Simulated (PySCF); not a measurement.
GaSb, PBE0: how much the basis matters

PySCF, UKS reference; triplet, unpaired electrons π ↑↑; De to Ga + Sb without counterpoise correction.

```tsv
basis	relativity	functions	Re (Å)	ωe (cm⁻¹)	De (eV)	μ (D)
cc-pVDZ-PP	scalar-relativistic core potentials	46	2.787	176	1.76	-1.47
def2-SVP	scalar-relativistic core potentials	58	2.768	181	1.80	-1.21
cc-pVTZ-PP	scalar-relativistic core potentials	78	2.773	176	1.79	-1.44
def2-TZVPPD	scalar-relativistic core potentials	110	2.765	178	1.83	-1.25
```

(1) How does each smaller set differ from the one with most functions, def2-TZVPPD?

A positive dipole means Ga(−)Sb(+). These are scalar-relativistic numbers at best; spin–orbit coupling would shift them, the dissociation energy most. The state was picked by a PBE0 search and need not be the measured ground state.

Answers

(1) cc-pVDZ-PP: +2.2 pm, -1.1 % in ωe, -0.07 eV in De; def2-SVP: +0.3 pm, +1.7 % in ωe, -0.03 eV in De; cc-pVTZ-PP: +0.8 pm, -1.1 % in ωe, -0.04 eV in De. All at PBE0; the set with most functions is neither the basis-set limit nor always the best.
